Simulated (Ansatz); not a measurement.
Start from `C=CC(=C)O` and change one atom or group to get `C=CC(=C)I`.

Ansatz, PBE0-D4/def2-TZVP geometries, multiplicity 1. Each molecule was computed in one conformer, which needn't be the lowest.

Elements past krypton have def2 core potentials.  Spin–orbit coupling is left out; it splits and shifts lone-pair levels of the heavy atoms by tenths of an eV.

```csv
property,`C=CC(=C)O`
HOMO–LUMO gap (ωB97M-V/def2-TZVPP) / eV,9.96
LUMO energy (ωB97M-V/def2-TZVPP) / eV,1.33
HOMO energy (ωB97M-V/def2-TZVPP) / eV,-8.63
size of the dipole moment (PBE/def2-TZVPP) / D,0.94
HOMO energy (PBE0/def2-TZVPP) / eV,-6.51
HOMO–LUMO gap (B3LYP/def2-TZVPP) / eV,5.36
```

Q: What does the change do to each property? (An estimate is asked.)

A: Ansatz gave: 
```csv
property,`C=CC(=C)I`,shift
HOMO–LUMO gap (ωB97M-V/def2-TZVPP) / eV,9.76,-0.20
LUMO energy (ωB97M-V/def2-TZVPP) / eV,0.76,-0.57
HOMO energy (ωB97M-V/def2-TZVPP) / eV,-9.00,-0.37
size of the dipole moment (PBE/def2-TZVPP) / D,1.34,0.40
HOMO energy (PBE0/def2-TZVPP) / eV,-6.93,-0.42
HOMO–LUMO gap (B3LYP/def2-TZVPP) / eV,5.22,-0.14
```

With PBE0 the HOMO falls by 0.42 eV and the LUMO falls by 0.57 eV, so the gap narrows by about 0.15 eV. PBE moves the HOMO by -0.47 eV and ωB97M-V by -0.37 eV. Dipoles are sizes alone; their direction can turn.

B3LYP here is the variant with VWN-RPA as its local correlation; programs differ in this.
